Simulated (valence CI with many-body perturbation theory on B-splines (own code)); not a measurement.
**E1 transitions of Cr¹⁹⁺**

Method: valence CI with perturbative core correlation (CI+MBPT): three valence electrons over a frozen Dirac-Fock core [He], radial functions for each j: 11 s, 11 p, 9 d, 7 f, 5 g, 2 h, 1 i, with the one-electron correlation potential Σ1, the two-electron term Σ2, the three-electron term Σ3, Breit, model QED; selected CI, second order for the rest (own B-spline code, finite nucleus).

No measured levels were compared; by estimate levels of excited configurations hold to 0.05 to 0.15 % of their energy, terms of the ground configuration to about 0.5 %.

Lines 101 to 150 of 255 in falling wavelength, among levels below 72.200 Ry, chosen from the strongest by gf and those to the six lowest levels. Wavelengths and rates use the calculated energies, so an error of 600 cm⁻¹ moves a line at 1.498 nm by 0.009 % and its rate by three times that or more. Electric multipoles are in the length gauge, E1 and E2 with the static RPA response of the core. Weak lines are less certain than strong ones. Lines between different terms over intervals too small for the method are left out, as are lines whose strength nearly cancels. Where a level lies close to another of its J and parity, the split of strength between their lines is uncertain. The highest levels of a list are the least certain.

Names give the largest LS component (configuration and term), which can be under half, so a name can repeat, a term be missing and a line seem to break the LS rules; names also repeat where a configuration has a term twice. Letters in brackets count levels of one name in rising energy.

| λ vac (nm) | Upper | Lower | A (s⁻¹) | S (a.u.) with core polarisation | S without |
| --- | --- | --- | --- | --- | --- |
| 1.498 | 2s 2p 3s 2P°_3/2 [b] | 2s 2p2 2P_1/2 | 8.53e+11 | 5.66e-03 | 5.65e-03 |
| 1.496 | 2s 2p 3s 4P°_1/2 | 2s 2p2 4P_3/2 | 1.74e+12 | 5.73e-03 | 5.70e-03 |
| 1.493 | 2s 2p 3d 2D°_3/2 [a] | 2s 2p2 2P_1/2 | 1.89e+12 | 1.24e-02 | 1.24e-02 |
| 1.492 | 2s 2p 3d 2P°_3/2 [a] | 2s 2p2 2P_3/2 | 1.44e+12 | 9.45e-03 | 9.48e-03 |
| 1.491 | 2s 2p 3s 4P°_3/2 | 2s 2p2 4P_3/2 | 2.51e+11 | 1.64e-03 | 1.63e-03 |
| 1.489 | 2s 2p 3d 2P°_3/2 [a] | 2s 2p2 2S_1/2 | 2.72e+12 | 1.77e-02 | 1.78e-02 |
| 1.487 | 2s 2p 3s 4P°_1/2 | 2s 2p2 4P_1/2 | 3.71e+11 | 1.20e-03 | 1.20e-03 |
| 1.487 | 2s 2p 3s 4P°_5/2 | 2s 2p2 4P_5/2 | 1.54e+12 | 1.49e-02 | 1.49e-02 |
| 1.485 | 2s 2p 3d 4F°_3/2 | 2s 2p2 2D_3/2 | 2.95e+11 | 1.91e-03 | 1.91e-03 |
| 1.483 | 2s 2p 3d 2P°_1/2 [a] | 2s 2p2 2S_1/2 | 8.54e+12 | 2.75e-02 | 2.75e-02 |
| 1.482 | 2s 2p 3s 4P°_3/2 | 2s 2p2 4P_1/2 | 9.19e+11 | 5.91e-03 | 5.88e-03 |
| 1.482 | 2s 2p 3d 4F°_5/2 | 2s 2p2 2D_3/2 | 4.93e+10 | 4.75e-04 | 4.76e-04 |
| 1.481 | 2s2 3s 2S_1/2 | 2s2 2p 2P°_1/2 | 6.18e+11 | 1.98e-03 | 1.97e-03 |
| 1.478 | 2s 2p 3s 4P°_5/2 | 2s 2p2 4P_3/2 | 7.45e+11 | 7.12e-03 | 7.09e-03 |
| 1.476 | 2s 2p 3d 4P°_5/2 [a] | 2s 2p2 2D_5/2 | 9.51e+11 | 9.06e-03 | 9.08e-03 |
| 1.474 | 2s 2p 3s 2P°_3/2 [b] | 2s 2p2 2D_5/2 | 6.96e+11 | 4.40e-03 | 4.39e-03 |
| 1.474 | 2s 2p 3d 4P°_5/2 [a] | 2s 2p2 2D_3/2 | 3.59e+11 | 3.40e-03 | 3.40e-03 |
| 1.472 | 2s 2p 3d 4D°_3/2 | 2s 2p2 2D_3/2 | 1.05e+12 | 6.61e-03 | 6.62e-03 |
| 1.472 | 2s 2p 3s 2P°_1/2 [b] | 2s 2p2 2D_3/2 | 9.69e+11 | 3.05e-03 | 3.04e-03 |
| 1.472 | 2s 2p 3s 2P°_3/2 [b] | 2s 2p2 2D_3/2 | 1.56e+11 | 9.83e-04 | 9.78e-04 |
| 1.472 | 2s 2p 3d 4D°_1/2 | 2s 2p2 2D_3/2 | 5.56e+10 | 1.75e-04 | 1.73e-04 |
| 1.470 | 2s 2p 3d 2P°_3/2 [a] | 2s 2p2 2P_1/2 | 5.42e+12 | 3.40e-02 | 3.41e-02 |
| 1.467 | 2s 2p 3d 2D°_5/2 [a] | 2s 2p2 2D_5/2 | 1.29e+12 | 1.20e-02 | 1.21e-02 |
| 1.467 | 2s 2p 3d 2D°_3/2 [a] | 2s 2p2 2D_3/2 | 2.97e+12 | 1.85e-02 | 1.85e-02 |
| 1.464 | 2s 2p 3d 2D°_5/2 [a] | 2s 2p2 2D_3/2 | 3.62e+12 | 3.36e-02 | 3.37e-02 |
| 1.464 | 2s 2p 3d 2P°_1/2 [a] | 2s 2p2 2P_1/2 | 2.12e+12 | 6.55e-03 | 6.56e-03 |
| 1.459 | 2s 2p 3d 4P°_5/2 [b] | 2s 2p2 2D_3/2 | 8.48e+11 | 7.79e-03 | 7.81e-03 |
| 1.458 | 2s 2p 3d 4P°_3/2 | 2s 2p2 2D_3/2 | 5.15e+10 | 3.15e-04 | 3.16e-04 |
| 1.454 | 2s 2p 3d 2F°_5/2 [a] | 2s 2p2 2D_5/2 | 3.84e+12 | 3.50e-02 | 3.50e-02 |
| 1.451 | 2s 2p 3d 2F°_5/2 [a] | 2s 2p2 2D_3/2 | 6.51e+12 | 5.89e-02 | 5.90e-02 |
| 1.449 | 2s 2p 3d 2D°_3/2 [b] | 2s 2p2 2P_3/2 | 2.14e+12 | 1.29e-02 | 1.29e-02 |
| 1.447 | 2s 2p 3d 2D°_5/2 [b] | 2s 2p2 2P_3/2 | 1.54e+13 | 1.38e-01 | 1.39e-01 |
| 1.446 | 2s 2p 3d 2D°_3/2 [b] | 2s 2p2 2S_1/2 | 6.97e+12 | 4.16e-02 | 4.17e-02 |
| 1.445 | 2s 2p 3d 2F°_7/2 [a] | 2s 2p2 2D_5/2 | 1.51e+13 | 1.79e-01 | 1.80e-01 |
| 1.444 | 2s 2p 3d 2P°_3/2 [a] | 2s 2p2 2D_3/2 | 1.36e+11 | 8.08e-04 | 8.08e-04 |
| 1.442 | 2s 2p 3d 2P°_3/2 [b] | 2s 2p2 2P_3/2 | 6.19e+12 | 3.66e-02 | 3.67e-02 |
| 1.442 | 2s 2p 3d 2P°_1/2 [c] | 2s 2p2 2P_3/2 | 1.78e+12 | 5.25e-03 | 5.26e-03 |
| 1.439 | 2s 2p 3d 2P°_3/2 [b] | 2s 2p2 2S_1/2 | 4.67e+12 | 2.75e-02 | 2.76e-02 |
| 1.439 | 2s 2p 3d 2P°_1/2 [a] | 2s 2p2 2D_3/2 | 2.10e+11 | 6.16e-04 | 6.18e-04 |
| 1.437 | 2s 2p 3d 4F°_5/2 | 2s 2p2 4P_5/2 | 4.39e+11 | 3.85e-03 | 3.86e-03 |
| 1.432 | 2s 2p 3d 4F°_7/2 | 2s 2p2 4P_5/2 | 3.18e+12 | 3.69e-02 | 3.69e-02 |
| 1.432 | 2s 2p 3d 4F°_3/2 | 2s 2p2 4P_3/2 | 3.71e+11 | 2.15e-03 | 2.15e-03 |
| 1.429 | 2s 2p 3d 4P°_5/2 [a] | 2s 2p2 4P_5/2 | 5.45e+11 | 4.72e-03 | 4.73e-03 |
| 1.429 | 2s 2p 3d 4F°_5/2 | 2s 2p2 4P_3/2 | 1.52e+12 | 1.31e-02 | 1.32e-02 |
| 1.428 | 2s 2p 3d 2D°_3/2 [b] | 2s 2p2 2P_1/2 | 5.06e+12 | 2.91e-02 | 2.91e-02 |
| 1.428 | 2s 2p 3d 4D°_3/2 | 2s 2p2 4P_5/2 | 8.74e+10 | 5.02e-04 | 5.04e-04 |
| 1.428 | 2s2 3d 2D_3/2 | 2s2 2p 2P°_3/2 | 2.17e+12 | 1.25e-02 | 1.25e-02 |
| 1.426 | 2s2 3d 2D_5/2 | 2s2 2p 2P°_3/2 | 1.29e+13 | 1.11e-01 | 1.11e-01 |
| 1.425 | 2p2 3p 4P°_5/2 | 2s 2p2 2P_3/2 | 7.60e+11 | 6.51e-03 | 6.50e-03 |
| 1.424 | 2s 2p 3d 4F°_3/2 | 2s 2p2 4P_1/2 | 3.54e+11 | 2.02e-03 | 2.02e-03 |
